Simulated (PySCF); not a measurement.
PySCF 2.14 output of a UHF calculation on a single atom or ion in x2c-SVPall, with the spin-free X2C one-electron Hamiltonian (Gaussian nucleus):

```
SCF conv_tol = 1e-09
number electrons alpha = 12  beta = 9
cycle= 1 E= -1047.59762073725  delta_E= -0.00574  |g|= 0.0237  |ddm|= 0.0469
cycle= 2 E= -1047.59773308284  delta_E= -0.000112  |g|= 0.00338  |ddm|= 0.00672
cycle= 3 E= -1047.59773545799  delta_E= -2.38e-06  |g|= 5.57e-05  |ddm|= 0.00115
cycle= 4 E= -1047.59773545933  delta_E= -1.34e-09  |g|= 4.15e-06  |ddm|= 4.27e-05
cycle= 5 E= -1047.59773545934  delta_E= -9.32e-12  |g|= 3.31e-07  |ddm|= 4.11e-06
converged SCF energy = -1047.59773545934  <S^2> = 3.7517735  2S+1 = 4.0008867
```

The run itself started from symmetry-adapted Hartree-Fock orbitals and held the occupation by maximum overlap, so the iterations belong to that start.

**Question.** Which element, charge and spin multiplicity is this?

**Answer.** Cr³⁺ (chromium, charge +3), multiplicity 4; the state was [Ar] 3d3, high-spin 4F determinant.
